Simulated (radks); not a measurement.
Results of a calculation; reference values are marked as such.
The manganese ion Mn4+ is in [Ar] 3d(3/2: 3, 5/2: 0). Level of theory: Dirac Kohn-Sham, relativistic LDA (MacDonald-Vosko exchange, VWN5 correlation), spin-unpolarised, spherical densities, finite nucleus; Fermi nuclear charge, rms radius of each element as measured or else 0.836 A^(1/3) + 0.57 fm (a radial shooting solver on a logarithmic mesh with Libxc functionals). Sub-shells are occupied by j as written (lower j first in brackets). One electron is removed from 3s1/2, 3d3/2, 3p1/2, 3p3/2 in turn, with full relaxation. Which removal costs least, and what does each cost?

Answer. 3d3/2 71.831 eV; 3p3/2 121.38 eV; 3p1/2 122.82 eV; 3s1/2 153.53 eV. The 3d3/2 electron leaves first.
